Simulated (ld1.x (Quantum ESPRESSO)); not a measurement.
## molybdenum, TM: configuration errors across variants

molybdenum (Mo), norm-conserving Troullier–Martins (Kleinman–Bylander form), made with ld1.x (Quantum ESPRESSO) 7.5 (LDA (PZ), scalar-relativistic). Core [Ar] 3d10, reference 4s2 4p6 4d4.5 5s0 5p0 (charge +1.5). Waves: 4s (bound): rc 1.85 bohr; 4d (bound): rc 1.60 bohr; 4p (bound): rc 2.05 bohr. Local part: the p channel. Core correction: Bessel-smoothed model core inside 0.90 bohr.

All-electron excitation energies from the reference (eV): (1) 4s2 4p6 4d5 5s1 5p0 -13.736; (2) 4s2 4p6 4d5 5s0 5p0 -6.551; (3) 4s2 4p6 4d4 5s0 5p0 9.152; (4) 4s2 4p6 4d4 5s2 5p0 -13.598; (5) 4s2 4p6 4d2 5s0 5p0 75.810; (6) 4s2 4p6 4d5 5s0 5p1 -10.492; (7) 4s2 4p6 4d4 5s1 5p0 -5.474; (8) 4s2 4p6 4d4.5 5s0 5p0 spin -2.945; (9) 4s2 4p6 4d5 5s1 5p0 spin -17.660.

Spin tests fill each open shell by Hund’s rule, majority spin first.

Errors AE − PS in meV (a dash: test not solved or not reliable):

| change | (1) | (2) | (3) | (4) | (5) | (6) | (7) | (8) | (9) | bound ghosts |
| --- | --- | --- | --- | --- | --- | --- | --- | --- | --- | --- |
| base | +608 | +1.4 | +2.3 | +1428 | +99 | +89 | +913 | +87 | +713 | none |
| wave 4s (bound): rc 1.85 bohr becomes 4s (bound): rc 1.18 bohr | +172 | +1.4 | +2.2 | +400 | +94 | +89 | +251 | +68 | +256 | none |
| wave 4s (bound): rc 1.85 bohr becomes 4s (bound): rc 1.42 bohr | +232 | +1.4 | +2.2 | +542 | +94 | +89 | +342 | +72 | +319 | none |
| wave 4s (bound): rc 1.85 bohr becomes 4s (bound): rc 1.58 bohr | +326 | +1.4 | +2.2 | +766 | +95 | +89 | +486 | +77 | +418 | none |
| wave 4s (bound): rc 1.85 bohr becomes 4s (bound): rc 1.76 bohr | +493 | +1.4 | +2.2 | +1160 | +98 | +89 | +740 | +83 | +593 | none |
| wave 4s (bound): rc 1.85 bohr becomes 4s (bound): rc 2.06 bohr | +892 | +1.5 | +2.3 | +2079 | +102 | +89 | +1333 | +95 | +1009 | none |
| wave 4s (bound): rc 1.85 bohr becomes 4s (bound): rc 2.22 bohr | +1130 | +1.4 | +2.3 | +2614 | +104 | +89 | +1677 | +100 | +1256 | none |
| wave 4s (bound): rc 1.85 bohr becomes 4s (bound): rc 2.44 bohr | +1417 | +1.5 | +2.3 | +3247 | +107 | +89 | +2081 | +105 | +1554 | none |
| wave 4s (bound): rc 1.85 bohr becomes 4s (bound): rc 2.58 bohr | +1522 | +1.5 | +2.3 | +3475 | +108 | +89 | +2225 | +107 | +1663 | none |
| wave 4s (bound): rc 1.85 bohr becomes 4s (bound): rc 2.78 bohr | +1598 | +1.5 | +2.4 | +3640 | +108 | +89 | +2329 | +108 | +1742 | none |

**Question.** Give the same row for: wave 4s (bound): rc 1.85 bohr becomes 4s (bound): rc 1.92 bohr.

**Answer.** +742, +1.5, +2.3, +1738, +100, +89, +1113, +91, +853; bound ghosts: none.
